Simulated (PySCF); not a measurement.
Compound: C2H9NPSi (doublet state).
Atom-mapped SMILES: `[CH3:1][NH:2][CH:3][SiH2:4][PH2:5]` (hydrogens: H6, H7, H8 on C1; H9 on N2; H10 on C3; H11, H12 on Si4; H13, H14 on P5)

Cartesian coordinates in Å at the GFN2-xTB level; atoms count from 1:
```xyz
14
C2H9NPSi angstrom
C      2.440   -0.229    0.069
N      1.024   -0.162    0.298
C      0.259    0.877   -0.154
Si    -1.570    0.787   -0.330
P     -2.006   -1.403   -0.015
H      2.686   -0.607   -0.932
H      2.896   -0.889    0.808
H      2.866    0.768    0.173
H      0.544   -1.055    0.333
H      0.805    1.793   -0.325
H     -2.058    1.125   -1.680
H     -2.360    1.598    0.618
H     -3.359   -1.293   -0.238
H     -2.167   -1.312    1.353
```

The hyperfine couplings belong to this conformer and change with its torsions.

The calculation used UKS B3LYP, pcH-1 on C H N P Si, non-relativistic, mean-field spin-orbit, GIAO (PySCF). One conformer (not necessarily the lowest) at the GFN2-xTB geometry, without solvent, vibrations or thermal averaging. The geometry wasn't refined by DFT: couplings that depend on bond lengths, twists or pyramidal angles can differ widely from those at the functional's own minimum. The frame is twisted about the N2–C3 bond at this geometry (dihedral H9–N2–C3–Si4 = 13°); couplings at other torsion angles weren't computed. The SCF solution wasn't tested for stability.

Mulliken spin populations: C1 -0.016, N2 +0.237, C3 +0.725, Si4 -0.002, P5 -0.002, H6 +0.033, H7 +0.001, H8 +0.003, H9 -0.008, H10 -0.031, H11 +0.028, H12 +0.032, H13 -0.001, H14 0.000.

(1) What dipolar couplings does the calculation give for H6, H7, H8, H11, H12, H13, H14?

(2) Estimate them with point dipoles: put each population ρk at its nucleus, leave out the nucleus itself and the atom bound to it, and sum T = Σ [ρk/(2S)]·C·(3 n nᵀ − 1)/r³ with C = μ0 gₑ μB g_N μN/(4π h) = 79.06 MHz Å³.

Answers

(1) 
```json
{"atom": "H6", "position": "γ, 3 bonds from C3", "distance from C3 (Å)": "2.95", "T1 (MHz)": "-3.04", "T2": "-2.70", "T3": "5.74"}
{"atom": "H7", "position": "γ, 3 bonds from C3", "distance from C3 (Å)": "3.32", "T1 (MHz)": "-3.85", "T2": "-2.99", "T3": "6.84"}
{"atom": "H8", "position": "γ, 3 bonds from C3", "distance from C3 (Å)": "2.63", "T1 (MHz)": "-3.62", "T2": "-3.27", "T3": "6.90"}
{"atom": "H11", "position": "β, 2 bonds from C3", "distance from C3 (Å)": "2.79", "T1 (MHz)": "-3.11", "T2": "-1.78", "T3": "4.88"}
{"atom": "H12", "position": "β, 2 bonds from C3", "distance from C3 (Å)": "2.82", "T1 (MHz)": "-2.87", "T2": "-1.70", "T3": "4.58"}
{"atom": "H13", "position": "γ, 3 bonds from C3", "distance from C3 (Å)": "4.22", "T1 (MHz)": "-0.91", "T2": "-0.86", "T3": "1.77"}
{"atom": "H14", "position": "γ, 3 bonds from C3", "distance from C3 (Å)": "3.60", "T1 (MHz)": "-1.55", "T2": "-1.27", "T3": "2.82"}
```

(2) 
```tsv
atom	T1 (MHz)	T2	T3	T3, computed	difference in T3 (%)
H6	-4.10	-3.60	7.70	5.74	+34
H7	-3.98	-2.97	6.95	6.84	+2
H8	-5.04	-3.89	8.93	6.90	+29
H11	-3.09	-2.60	5.69	4.88	+16
H12	-2.97	-2.54	5.51	4.58	+20
H13	-1.02	-0.90	1.92	1.77	+9
H14	-1.71	-1.40	3.11	2.82	+10
```

In T3 the estimate is closest for H7 (+2 %, 3.32 Å from C3) and worst for H6 (+34 %, 2.95 Å).
